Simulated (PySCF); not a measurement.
# Levels of Pb⁶⁹⁺ from EOM-EA-GCCSD

Reference: closed-shell Pb⁷⁰⁺, [Ne] 3s2; one electron is added. Calculated with PySCF 2.14, two-component X2C-1e with screened spin-orbit coupling, an uncontracted even-tempered set (17 s from 8.9 bohr⁻², ratio 2.6; 14 p from 12 bohr⁻², ratio 2.6; 6 d from 12 bohr⁻², ratio 2.8; 4 f from 160 bohr⁻², ratio 2.8); frozen 1s2; the 50 highest virtual spinors dropped; of the others 56 kept and the rest restored at second order. No Breit or QED terms. Binding energies in eV.

```csv
level,Koopmans,second order,EOM-CCSD
3p1/2,8687.4,8688.8,8688.0
3p3/2,8082.8,8085.5,8085.7
3d3/2,7826.7,7840.7,7814.1
```

In EOM-CCSD the overlap with the one-orbital guess is low for 3d3/2 (weight 0.75). That can mean mixing with two-particle, one-hole states, where second order and EOM-CCSD lose accuracy, or only a rotation among the degenerate components of the shell; the terms of those configurations are not listed.

For comparison, the ionisation energy of Pb⁶⁹⁺ is 8680 ± 50 eV (theoretical estimate listed by NIST; NIST Atomic Spectra Database, ionization energies).

Only part of the computed levels is shown.
